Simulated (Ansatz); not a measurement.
Two isomers of C2H4FNOSi: A = `N[Si]1(F)C=CO1`, B = `N#COC(F)[SiH3]`.

Program: Ansatz. Geometries: PBE0-D4/def2-TZVP. ΔE: electronic, gas phase. CCSD(T)/CBS is the MP2 limit (def2-TZVPP, def2-QZVPP) plus CCSD(T) − MP2 in def2-TZVPP, frozen cores. DFT in def2-TZVPP. B3LYP here is the variant with VWN-RPA as its local correlation; programs differ in this. One conformer a species, not always the lowest.

A:

Z-matrix (Å, degrees):
```
Si
F 1 1.587
C 1 1.820 2 121.1
O 1 1.713 2 108.6 3 88.1
N 1 1.680 2 105.1 3 -143.5
C 1 2.130 2 123.3 3 46.1
H 3 1.076 1 147.8 2 -75.6
H 5 1.005 1 122.5 2 174.8
H 5 1.006 1 122.2 2 -22.9
H 6 1.087 1 169.5 2 84.1
```

B:

```xyz
10

N    -3.276   -0.961    0.411
C    -2.282   -0.516    0.032
O    -1.184   -0.027   -0.435
C    -0.079    0.008    0.477
F    -0.282    1.034    1.354
Si    1.516    0.299   -0.550
H    -0.081   -0.922    1.055
H     1.342    1.552   -1.319
H     2.631    0.403    0.419
H     1.695   -0.870   -1.443
```

**Question.** Which isomer does CCSD(T)/CBS put lower? Give the gap. (Estimate.)

**Answer.** Ansatz gave: A, by 482.5 kJ/mol.

**Question.** Give E(B) − E(A) in kJ/mol with PBE0-D4, r2SCAN-D4, CCSD/def2-TZVPP, B3LYP-D4, ωB97M-V, B2PLYP, CCSD(T)/def2-TZVPP. (An estimate is asked.)

**Answer.** The calculation gave: PBE0-D4 473.5, r2SCAN-D4 477.8, CCSD/def2-TZVPP 464.7, B3LYP-D4 453.3, ωB97M-V 475.4, B2PLYP 460.2, CCSD(T)/def2-TZVPP 462.6. None reverses the order clearly.

Largest T1 diagnostic: 0.014.

The D4 term adds +4.2 kJ/mol with B3LYP and +2.0 kJ/mol with PBE0; it sums over pairs of atoms, weighted by their polarisabilities, and B3LYP, whose exchange is more repulsive, gets the larger term. From PBE to PBE0 (25 % exact exchange), in def2-TZVPP and without D4, E(B) − E(A) moves by +24.3 kJ/mol.
